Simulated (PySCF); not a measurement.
PySCF input (M06-2X/def2-TZVPD):

```python
from pyscf import gto, scf, dft

mol = gto.M(
    atom='''
    Te   -0.00000000    0.00000000   -0.00000000
    H     1.73838604    0.01355639    0.01815586
    H    -1.73838604   -0.01355639   -0.01815586
    H    -0.01350383    1.73847378   -0.00509791
    H     0.01350383   -1.73847378    0.00509791
    H    -0.01819499    0.00495645    1.73843142
    H     0.01819499   -0.00495645   -1.73843142
    ''',
    basis='def2-tzvpd',
    ecp='def2-tzvp',
    charge=1,
    spin=1,
    verbose=4,
)

mf = dft.UKS(mol, xc='m062x').density_fit(auxbasis='def2-universal-jkfit')
mf.grids.level = 4
mf.conv_tol = 1e-9
mf.max_cycle = 100
mf.max_memory = 1500
mf.kernel()
if not mf.converged:
    mf = mf.newton()
    mf.kernel(mf.make_rdm1())
for _ in range(2):
    mo, _, stable, _ = mf.stability(return_status=True)
    if stable:
        break
    mf.kernel(mf.make_rdm1(mo, mf.mo_occ))
mf.analyze()
```

End of the output:

```
Extra cycle  E= -270.940235111247  delta_E= -1.99e-12  |g|= 2.96e-07  |ddm|= 1.7e-06
converged SCF energy = -270.940235111247  <S^2> = 0.80688909  2S+1 = 2.0561022
uhf_internal: lowest eigs of H = [0.01195707 0.23676122 0.3151646 ]
<class 'pyscf.df.df_jk.DFUKS'> wavefunction is stable in the internal stability analysis
**** SCF Summaries ****
Total Energy =                        -270.940235111246523
Nuclear Repulsion Energy =              46.870245702136387
One-electron Energy =                 -554.745762904051958
Two-electron Energy =                  236.935282090669006
Two-electron Coulomb Energy =          259.436558483294391
DFT Exchange-Correlation Energy =      -22.501276392625375
HOMO-LUMO gap [eV] =                     3.447451422788923
**** MO energy ****
                             alpha | beta                alpha | beta
MO #1   energy= -6.83795846126137  | -6.83717927668402  occ= 1 | 1
MO #2   energy= -4.9416726422975   | -4.94088974260444  occ= 1 | 1
MO #3   energy= -4.94167256104349  | -4.94088966804616  occ= 1 | 1
MO #4   energy= -4.93584696352467  | -4.93488420595266  occ= 1 | 1
MO #5   energy= -2.06678787191305  | -2.06451038757299  occ= 1 | 1
MO #6   energy= -2.05974934873945  | -2.06069825715864  occ= 1 | 1
MO #7   energy= -2.05961615416981  | -2.05958974799639  occ= 1 | 1
MO #8   energy= -2.05573914358754  | -2.05577302756039  occ= 1 | 1
MO #9   energy= -2.0557390932936   | -2.05577297270686  occ= 1 | 1
MO #10  energy= -1.04125445214862  | -1.041176224464    occ= 1 | 1
MO #11  energy= -0.762358497716246 | -0.723775014058194 occ= 1 | 1
MO #12  energy= -0.762357684171636 | -0.714016279938071 occ= 1 | 1
MO #13  energy= -0.71391912328545  | -0.714016258097689 occ= 1 | 1
MO #14  energy= -0.585482369527875 | -0.516731325925362 occ= 1 | 1
MO #15  energy= -0.535917369030638 | -0.390039821852211 occ= 1 | 0
MO #16  energy= -0.244354747908943 | -0.238213851856951 occ= 0 | 0
MO #17  energy= -0.132007783339795 | -0.136067177469665 occ= 0 | 0
MO #18  energy= -0.132007662832145 | -0.132563587983864 occ= 0 | 0
MO #19  energy= -0.128723116160799 | -0.132563383092555 occ= 0 | 0
MO #20  energy= -0.123935126528105 | -0.127765907304949 occ= 0 | 0
MO #21  energy= -0.123935087907092 | -0.127765629218471 occ= 0 | 0
MO #22  energy= -0.12006207075726  | -0.121100336366802 occ= 0 | 0
MO #23  energy= -0.097928591674112 | -0.0875503496774845 occ= 0 | 0
MO #24  energy= -0.0979284542284039 | -0.0800865625743983 occ= 0 | 0
MO #25  energy= -0.0769054167063441 | -0.0800864718019334 occ= 0 | 0
MO #26  energy= -0.0593653770482954 | -0.0479435136869499 occ= 0 | 0
MO #27  energy= -0.0300243687068645 | -0.0327904416015805 occ= 0 | 0
MO #28  energy= -0.0247654861686664 | -0.0239925749649759 occ= 0 | 0
MO #29  energy= 0.0105906132521893 | 0.00850496286513121 occ= 0 | 0
MO #30  energy= 0.0105907001785731 | 0.00850501380396436 occ= 0 | 0
MO #31  energy= 0.0133312781594026 | 0.0100787392289837 occ= 0 | 0
MO #32  energy= 0.0324591183954464 | 0.0214993789805984 occ= 0 | 0
MO #33  energy= 0.037631773223127  | 0.0335477176541359 occ= 0 | 0
MO #34  energy= 0.0376318830060389 | 0.0335477903096544 occ= 0 | 0
MO #35  energy= 0.0380610733136858 | 0.0340762283189763 occ= 0 | 0
MO #36  energy= 0.0388116147128399 | 0.0389401662026101 occ= 0 | 0
MO #37  energy= 0.0388117216141835 | 0.0389403533925547 occ= 0 | 0
MO #38  energy= 0.139974352108466  | 0.124288327130284  occ= 0 | 0
MO #39  energy= 0.142535391751255  | 0.136114291329488  occ= 0 | 0
MO #40  energy= 0.142535497783057  | 0.13611442366323   occ= 0 | 0
MO #41  energy= 0.153918411847349  | 0.138910278084582  occ= 0 | 0
MO #42  energy= 0.158470088309318  | 0.140800014787498  occ= 0 | 0
MO #43  energy= 0.159155020900382  | 0.147623675649832  occ= 0 | 0
MO #44  energy= 0.161544929236406  | 0.153397871427835  occ= 0 | 0
MO #45  energy= 0.163098370541563  | 0.153398059549279  occ= 0 | 0
MO #46  energy= 0.163098485997269  | 0.155530330274451  occ= 0 | 0
MO #47  energy= 0.27485688184446   | 0.268512795456444  occ= 0 | 0
MO #48  energy= 0.284265003563961  | 0.268512992944659  occ= 0 | 0
MO #49  energy= 0.28546666175334   | 0.272778544659349  occ= 0 | 0
MO #50  energy= 0.285466689244514  | 0.278601371578442  occ= 0 | 0
MO #51  energy= 0.299396126355943  | 0.278870379394036  occ= 0 | 0
MO #52  energy= 0.300468069156529  | 0.289014511241281  occ= 0 | 0
MO #53  energy= 0.300468406027642  | 0.289014822368202  occ= 0 | 0
MO #54  energy= 0.31588203278965   | 0.307769211229448  occ= 0 | 0
MO #55  energy= 0.323272289608569  | 0.32272491151239   occ= 0 | 0
MO #56  energy= 0.366777307358778  | 0.362396755401791  occ= 0 | 0
MO #57  energy= 0.366777392147158  | 0.362396903530955  occ= 0 | 0
MO #58  energy= 0.378474282251102  | 0.376363321970137  occ= 0 | 0
MO #59  energy= 0.560468658470678  | 0.566397904592196  occ= 0 | 0
MO #60  energy= 0.56818827205672   | 0.566553045422347  occ= 0 | 0
MO #61  energy= 0.574310514242439  | 0.56749503631639   occ= 0 | 0
MO #62  energy= 0.574310687156727  | 0.572648029591634  occ= 0 | 0
MO #63  energy= 0.574639968439572  | 0.572648132578828  occ= 0 | 0
MO #64  energy= 0.578837873342199  | 0.572680991436442  occ= 0 | 0
MO #65  energy= 0.642680629411382  | 0.640424151380359  occ= 0 | 0
MO #66  energy= 0.793609751227236  | 0.788919790275751  occ= 0 | 0
MO #67  energy= 0.793609848343302  | 0.788920332450353  occ= 0 | 0
MO #68  energy= 0.811248610518596  | 0.807583249799176  occ= 0 | 0
MO #69  energy= 0.990094499045685  | 0.988265379821876  occ= 0 | 0
MO #70  energy= 0.990094723157872  | 0.988265570350387  occ= 0 | 0
MO #71  energy= 0.999623602952991  | 0.999803232436695  occ= 0 | 0
MO #72  energy= 1.26884573256089   | 1.26058804532634   occ= 0 | 0
MO #73  energy= 1.27575094580867   | 1.27374296524642   occ= 0 | 0
MO #74  energy= 1.28474859003713   | 1.28774189294554   occ= 0 | 0
MO #75  energy= 1.31197239917262   | 1.30417824309551   occ= 0 | 0
MO #76  energy= 1.31197496467132   | 1.30758663603219   occ= 0 | 0
MO #77  energy= 1.31850529576588   | 1.30758823277117   occ= 0 | 0
MO #78  energy= 1.31995379590888   | 1.31887138412224   occ= 0 | 0
MO #79  energy= 1.31995416323328   | 1.31887192984894   occ= 0 | 0
MO #80  energy= 1.49938247423542   | 1.49890366846336   occ= 0 | 0
MO #81  energy= 1.51144569078798   | 1.50755150250434   occ= 0 | 0
MO #82  energy= 1.51144661792208   | 1.50755210051294   occ= 0 | 0
MO #83  energy= 1.54464246098692   | 1.54333271023193   occ= 0 | 0
MO #84  energy= 1.57539966274904   | 1.567818803005     occ= 0 | 0
MO #85  energy= 1.57540207236455   | 1.56782093236077   occ= 0 | 0
MO #86  energy= 1.60535785559664   | 1.60441296730029   occ= 0 | 0
MO #87  energy= 1.60855329250552   | 1.62254703139566   occ= 0 | 0
MO #88  energy= 1.63835341481476   | 1.63096200897594   occ= 0 | 0
MO #89  energy= 1.63835637760684   | 1.63096406701413   occ= 0 | 0
MO #90  energy= 1.96941409035716   | 2.00258094782907   occ= 0 | 0
MO #91  energy= 1.97418095822715   | 2.0025818346102    occ= 0 | 0
MO #92  energy= 1.97418151082394   | 2.00862952426388   occ= 0 | 0
MO #93  energy= 2.01382147365316   | 2.01157531219154   occ= 0 | 0
MO #94  energy= 2.0223730709437    | 2.01246547713941   occ= 0 | 0
MO #95  energy= 2.51517856730686   | 2.57466909152321   occ= 0 | 0
MO #96  energy= 2.52134876407892   | 2.57526230995232   occ= 0 | 0
MO #97  energy= 2.53594041480633   | 2.58569102958136   occ= 0 | 0
MO #98  energy= 2.53594205859463   | 2.59869155241119   occ= 0 | 0
MO #99  energy= 2.60155591179451   | 2.59869381443266   occ= 0 | 0
MO #100 energy= 2.62372255926255   | 2.60368417932932   occ= 0 | 0
MO #101 energy= 2.64669019723559   | 2.60494604220952   occ= 0 | 0
MO #102 energy= 2.72852435125137   | 2.73383818614625   occ= 0 | 0
MO #103 energy= 2.73044986029283   | 2.73469190992096   occ= 0 | 0
MO #104 energy= 2.73045006327235   | 2.73469199517508   occ= 0 | 0
[...]
```

This state (charge 1, doublet) is run at the relaxed geometry of the species with charge 0 and multiplicity 1.
